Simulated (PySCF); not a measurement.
Spectra and structures to be paired. Method: TDDFT CAM-B3LYP/def2-SVPD, vertical, gas phase, core orbitals frozen in the response (PySCF 2.14.0, density-fitted response routines). Geometries: GFN2-xTB; one conformer of each isolated species. Triplets are in the Tamm–Dancoff approximation.

A. `n1ncc(nc1C)C#N`
B. `C[C@H](O)C(Cl)Cl`
C. `C=C[P@](C)(=S)CC`
D. `FC(F)/C=C/[SiH2]N[SiH3]`

Lowest singlet levels (six at most, fewer where fewer were computed) with oscillator strengths:

1. 432 nm (f 0.003); 317 nm (f 0.000); 235 nm (f 0.148); 234 nm (f 0.012); 219 nm (f 0.000); 198 nm (f 0.075); T1 2.20 eV
2. 206 nm (f 0.003); 190 nm (f 0.003); 187 nm (f 0.007); 175 nm (f 0.125); 172 nm (f 0.480); 163 nm (f 0.006); T1 4.31 eV
3. 241 nm (f 0.001); 236 nm (f 0.009); 206 nm (f 0.050); 203 nm (f 0.046); 190 nm (f 0.012); 187 nm (f 0.007); T1 4.39 eV
4. 175 nm (f 0.004); 171 nm (f 0.014); 166 nm (f 0.004); 161 nm (f 0.011); 159 nm (f 0.004); 156 nm (f 0.001); T1 6.44 eV

Question: Which spectrum belongs to which structure?

Answer: 1 = A, 2 = D, 3 = C, 4 = B.
- A: S1 at 2.87 eV, HOMO→LUMO (96%); Löwdin shares by element: HOMO nitrogen 79% or more, carbon 8% or more; LUMO nitrogen 52% or more, carbon 19% or more (atoms not listed hold the other 29%); HOMO -8.94 and LUMO -2.09 eV.
- B: S1 at 7.07 eV, HOMO→LUMO (65%), HOMO-2→LUMO (18%); Löwdin shares by element: HOMO oxygen 40%, chlorine 28%, carbon 11% or more (atoms not listed hold the other 21%); LUMO chlorine 68%, carbon 21% or more; HOMO -9.89 and LUMO 0.79 eV.
- C: S1 at 5.15 eV, HOMO-1→LUMO (98%); Löwdin shares by element: HOMO sulfur 74%, phosphorus 14%, carbon 4% or more; LUMO carbon 65% or more, phosphorus 6%, hydrogen 6% or more (atoms not listed hold the other 23%); HOMO -7.65 and LUMO 0.39 eV.
- D: S1 at 6.02 eV, HOMO→LUMO (74%), HOMO→LUMO+1 (23%); Löwdin shares by element: HOMO nitrogen 53%, silicon 21%, hydrogen 7% or more (atoms not listed hold the other 19%); LUMO carbon 62%, silicon 10% or more (atoms not listed hold the other 28%); HOMO -8.97 and LUMO -0.03 eV.
